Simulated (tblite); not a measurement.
C₂H₁₁FO₂Si₄.
Atom-mapped SMILES: `[CH2:1]=[CH:2][Si@@H:3]([OH:4])[Si@:5]([F:6])([SiH3:7])[O:8][SiH3:9]` (hydrogens: H10, H11 on C1; H12 on C2; H13 on Si3; H14 on O4; H15, H16, H17 on Si7; H18, H19, H20 on Si9)

Structure optimised with GFN2-xTB, isolated species.

**Question.** What internal coordinates does the optimisation give?

**Answer.** 
```tsv
bond	length (pm)
C1=C2	132.5
C2–Si3	189.0
Si3–O4	163.6
Si3–Si5	229.7
Si5–F6	163.5
Si5–Si7	231.6
Si5–O8	162.9
O8–Si9	161.7
C1–H10	108.0
C1–H11	107.9
C2–H12	108.3
Si3–H13	148.0
O4–H14	95.4
Si7–H15, Si7–H16, Si7–H17	147.0
Si9–H18, Si9–H19, Si9–H20	146.2
```

Bonds in one row agree within 1 pm and their mean is given. A selection of angles:
```tsv
angle	degrees
C1–C2–Si3	124.1
C2–Si3–O4	110.7
C2–Si3–Si5	114.9
O4–Si3–Si5	99.3
Si3–Si5–F6	105.1
Si3–Si5–Si7	126.6
Si3–Si5–O8	108.5
F6–Si5–Si7	107.3
F6–Si5–O8	101.9
Si7–Si5–O8	104.9
Si5–O8–Si9	158.3
H14–O4–Si3	121.7
```

Torsions: C1–C2–Si3–O4 -10° (synperiplanar); C2–Si3–Si5–F6 22° (synperiplanar); Si3–Si5–O8–Si9 -49° (synclinal); H14–O4–Si3–C2 -52° (synclinal).

Si5 (fluorine-bound silicon) has angles from 101.9° to 126.6°. O4 (silanol oxygen) is bent (angle 121.7°). Si7 (SiH3 silicon) is distorted tetrahedral (angles from 105.7° to 115.1°). Si3 (oxygen-bound silicon) is distorted tetrahedral (angles from 99.3° to 118.6°). O8 (siloxane oxygen) is bent (angle 158.3°). Si9 (oxygen-bound silicon) is distorted tetrahedral (angles from 104.3° to 112.7°). Of the pairs four or more bonds apart, O4···H11 is among the closest relative to their van der Waals radii: 2.84 Å, 104 % of the sum of Bondi's values.

Point group: C1 (no symmetry element, even within 0.4 Å). GFN2-xTB frequencies show an imaginary mode (39i cm⁻¹), so the point is no minimum at that level. Torsions: C1–C2–Si3–O4 -10°, C2–Si3–O4–H -52°, C2–Si3–Si5–F6 22°, Si3–Si5–O8–Si9 -49°. 3 starts were optimised and ended at 0.00, 0.16 and 0.18 kcal/mol (GFN2-xTB); the lowest of these is shown.

Time: 3.3 s. Hardware: one thread of an Arm Neoverse N1, on a shared host. This is the geometry optimisation.

The numbers are calculated, not measured.
